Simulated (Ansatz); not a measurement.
`N[SiH]1BN1`, charge 0, multiplicity 1.

Give a relaxed structure at PBE0-D4/def2-TZVP (the Gaussian-basis code of Ansatz). (Best estimate.)

Ansatz gave: 
Z-matrix (Å, degrees):
```
Si
B 1 1.914
N 1 1.755 2 44.2
N 1 1.702 2 127.2 3 99.7
H 1 1.482 2 127.1 3 -86.3
H 2 1.190 1 163.8 3 -175.6
H 3 1.011 1 150.8 2 178.8
H 4 1.006 1 122.6 2 -161.5
H 4 1.005 1 123.2 2 4.1
```
This is one stationary point; other conformers may exist.
